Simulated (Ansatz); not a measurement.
The molecule NiC, closed-shell singlet (the spin of the measured ground state). No spin–orbit coupling. Ni is treated without relativity. The T1 diagnostic near the minimum is 0.074, so single-reference values are doubtful.

Seven points along R, fitted to fifth degree in 1/R; most abundant isotopes. In def2 and cc sets the state is the lowest found near the PBE0 minimum, followed along R. The singlet is held restricted. HF and MP2 rows in def2 and cc sets belong to the determinant that coupled cluster picked by its CCSD energy.

Correlated levels freeze the inner cores; with def2 sets outer-core shells near the valence are correlated too. CBS: X⁻³ extrapolation of the correlation energy, Hartree–Fock from the larger set.

Programs: Ansatz (a program for electronic structure). Values without a source in brackets are computed.

Task: What bond length and harmonic frequency does B97M-V/def2-TZVPP give, and what D_e (from each atom's lowest state at the same level)?

Result: r_e = 1.617 Å, ω_e = 920 cm⁻¹, D_e = 3.45 eV.

Task: What bond length and harmonic frequency does SCS-MP2/def2-TZVPP give?

Result: r_e = 1.581 Å, ω_e = 1053 cm⁻¹.

Task: What bond length and harmonic frequency does CCSD(T)/CBS(def2-TZVPP, def2-QZVPP) give, and what D_e (from each atom's lowest state at the same level)?

Result: r_e = 1.613 Å, ω_e = 909 cm⁻¹, D_e = 3.97 eV.

Measured for the ground state: D_0 4.167 ± 0.003 eV [Morse and co-workers].

Doubts at one or more of the structures used: a restricted determinant that unrestricted orbitals would lower (SCS-MP2/def2-TZVPP, CCSD(T)/CBS(def2-TZVPP, def2-QZVPP)); T1 above 0.05 (CCSD(T)/CBS(def2-TZVPP, def2-QZVPP)).
